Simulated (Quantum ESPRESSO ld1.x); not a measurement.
Q: The mean radii <r> (bohr) of the occupied orbitals of an atom or ion are listed with their occupations. Calculated with ld1.x of Quantum ESPRESSO 7.5: scalar-relativistic Kohn-Sham, relativistic LDA (MacDonald-Vosko exchange, VWN5 correlation), spin-unpolarised, spherical densities, point nucleus.

orbital  occ.      <r>
1s          2  0.01694
2s          2  0.07139
2p          6  0.06443
3s          2   0.1845
3p          6   0.1856
3d         10   0.1679
4s          2   0.4083
4p          6   0.4346
4d         10   0.4590
5s          2   0.9247
4f         14   0.4981
5p          6    1.063
5d          8    1.441
5f          1    5.156

Name the element and its charge.

A: Z = 79, gold, charge +2: Au2+ in [Xe] 4f14 5d8 5f1. The 1s radius gives Z: for a bare nucleus <r> = (2 gamma + 1)/(2Z) with gamma = sqrt(1 - (Z/c)^2), 0.01667 bohr for Z = 79, and screening makes it slightly larger (0.01694 here). The occupations add up to 77, and the charge is Z minus that.
